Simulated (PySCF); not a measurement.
# Ca (calcium, neutral) across methods

[Ar] 4s1 4p1, high-spin 3P determinant (an excited configuration). Computed with PySCF 2.14 in aug-cc-pwCVTZ-X2C with one added diffuse shell each of s, p, d, f type (10s9p7d4f, 100 functions), with scalar relativity by spin-free X2C-1e.

```csv
method,E (hartree),mean ε 3p β (eV),mean ε 4s α (eV),mean ε 4p α (eV),Σ⟨r²⟩ (bohr²),⟨S²⟩
UHF,-679.59900,-37.288,-7.152,-4.286,63.53,2.000
LDA,-678.527,-29.054,-4.805,-2.228,61.50,2.000
PBE0,-680.221,-31.348,-5.374,-2.828,61.42,2.000
B3LYP,-680.415,-30.865,-5.208,-2.596,61.63,2.000
PW91,-680.402,-29.061,-4.706,-2.283,61.47,2.000
PBE,-680.178,-29.006,-4.666,-2.266,61.53,2.000
BP86,-680.473,-29.089,-4.781,-2.318,61.08,2.000
PBEsol,-679.315,-28.944,-4.685,-2.227,61.35,2.000
r2SCAN,-680.354,-29.811,-4.747,-2.312,61.39,2.000
```
